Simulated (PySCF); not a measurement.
**Magnetisability: `C#C[C@@]1(C)CC[S@](=O)C1`, C$_{7}$H$_{10}$OS**

Molfile (atoms numbered from 1):
```
C7H10OS
     RDKit          3D

 19 19  0  0  0  0  0  0  0  0999 V2000
   -0.0392    2.5059    1.1755 C   0  0  0  0  0  0  0  0  0  0  0  0
   -0.2491    1.4581    0.6374 C   0  0  0  0  0  0  0  0  0  0  0  0
   -0.5073    0.1795   -0.0109 C   0  0  1  0  0  0  0  0  0  0  0  0
   -1.9339    0.1789   -0.5689 C   0  0  0  0  0  0  0  0  0  0  0  0
    0.5404   -0.0596   -1.1092 C   0  0  0  0  0  0  0  0  0  0  0  0
    1.8570   -0.2704   -0.3931 C   0  0  0  0  0  0  0  0  0  0  0  0
    1.5010   -1.4350    1.0103 S   0  0  0  0  0  4  0  0  0  0  0  0
    1.5446   -2.7857    0.4453 O   0  0  0  0  0  0  0  0  0  0  0  0
   -0.2998   -0.9537    0.9964 C   0  0  0  0  0  0  0  0  0  0  0  0
    0.1391    3.4249    1.6489 H   0  0  0  0  0  0  0  0  0  0  0  0
   -2.6527    0.3330    0.2327 H   0  0  0  0  0  0  0  0  0  0  0  0
   -2.1489   -0.7698   -1.0556 H   0  0  0  0  0  0  0  0  0  0  0  0
   -2.0526    0.9796   -1.2957 H   0  0  0  0  0  0  0  0  0  0  0  0
    0.2758   -0.9616   -1.6657 H   0  0  0  0  0  0  0  0  0  0  0  0
    0.5865    0.7811   -1.8039 H   0  0  0  0  0  0  0  0  0  0  0  0
    2.6261   -0.7219   -1.0142 H   0  0  0  0  0  0  0  0  0  0  0  0
    2.2239    0.6516    0.0542 H   0  0  0  0  0  0  0  0  0  0  0  0
   -0.8340   -1.8559    0.7020 H   0  0  0  0  0  0  0  0  0  0  0  0
   -0.5867   -0.6696    2.0070 H   0  0  0  0  0  0  0  0  0  0  0  0
  1  2  3  0
  3  2  1  1
  3  4  1  0
  3  5  1  0
  5  6  1  0
  7  6  1  6
  7  8  2  0
  7  9  1  0
  9  3  1  0
  1 10  1  0
  4 11  1  0
  4 12  1  0
  4 13  1  0
  5 14  1  0
  5 15  1  0
  6 16  1  0
  6 17  1  0
  9 18  1  0
  9 19  1  0
M  END
```

Computed, not measured: GIAO PBE/pcSseg-1 magnetisability, rotational g tensor and spin-rotation constants, non-relativistic, gas phase in PySCF 2.14.0. Geometry: GFN2-xTB.

Problem. What are the magnetisability and the molar susceptibility?

Solution. Isotropic -1479 × 10⁻³⁰ J/T², or -89.1 × 10⁻⁶ cm³/mol; principal values -1616, -1442, -1379 × 10⁻³⁰ J/T², anisotropy 213 × 10⁻³⁰ J/T² (root of half the summed squared differences of the principal values). The susceptibility is in cgs units.

Problem. Split it along the inertial axes a, b, c into diamagnetic and paramagnetic parts about the centre of mass, with the quadrupole moment.

Solution. 
```tsv
axis	χ (10⁻⁶ cm³/mol)	diamagnetic (10⁻⁶ cm³/mol)	paramagnetic (10⁻⁶ cm³/mol)	summed x² of all electrons (Å²)	quadrupole Θ (D Å)
a	-93.8	-646.7	552.9	225.5	-13.46
b	-90.2	-1222.5	1132.3	89.8	+7.49
c	-83.2	-1337.4	1254.2	62.7	+5.98
```
Anisotropies 2χaa − χbb − χcc = -14.1 and 2χbb − χaa − χcc = -3.4 × 10⁻⁶ cm³/mol. Θ is traceless in Buckingham's convention.

Problem. And the rotational g tensor?

Solution. 
| axis | rotational constant (GHz) | g | nuclear part | electronic part |
| --- | --- | --- | --- | --- |
| a | 2.4167 | -0.0112 | 0.6165 | -0.6277 |
| b | 1.0652 | -0.0129 | 0.5538 | -0.5666 |
| c | 0.9692 | -0.0145 | 0.5565 | -0.5711 |

Asymmetric top; isotopes 12C, 1H, 16O, 32S; no vibrational averaging.
